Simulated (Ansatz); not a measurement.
`[F][Sn][Cl]` and `F[Si]Cl` differ in one element.

Ansatz, PBE0-D4/def2-TZVP geometries, multiplicity 1. 

Elements past krypton have def2 core potentials.

| property | `[F][Sn][Cl]` |
| --- | --- |
| HOMO–LUMO gap (ωB97M-V/def2-TZVPP) / eV | 9.22 |
| HOMO–LUMO gap (PBE/def2-TZVPP) / eV | 3.54 |
| HOMO energy (PBE/def2-TZVPP) / eV | -7.16 |
| HOMO energy (PBE0/def2-TZVPP) / eV | -8.30 |
| HOMO energy (ωB97M-V/def2-TZVPP) / eV | -10.38 |
| HOMO–LUMO gap (B3LYP/def2-TZVPP) / eV | 4.93 |

**Question.** What does the change do to each property? (An estimate is asked.)

**Answer.** Ansatz gave: 
```csv
property,`F[Si]Cl`,shift
HOMO–LUMO gap (ωB97M-V/def2-TZVPP) / eV,9.62,0.40
HOMO–LUMO gap (PBE/def2-TZVPP) / eV,3.51,-0.03
HOMO energy (PBE/def2-TZVPP) / eV,-6.83,0.33
HOMO energy (PBE0/def2-TZVPP) / eV,-7.98,0.32
HOMO energy (ωB97M-V/def2-TZVPP) / eV,-10.08,0.30
HOMO–LUMO gap (B3LYP/def2-TZVPP) / eV,5.09,0.16
```

With PBE0 the HOMO rises by 0.32 eV and the LUMO rises by 0.43 eV, so the gap widens by about 0.11 eV. PBE moves the HOMO by 0.33 eV and ωB97M-V by 0.30 eV.

B3LYP here is the variant with VWN-RPA as its local correlation; programs differ in this.
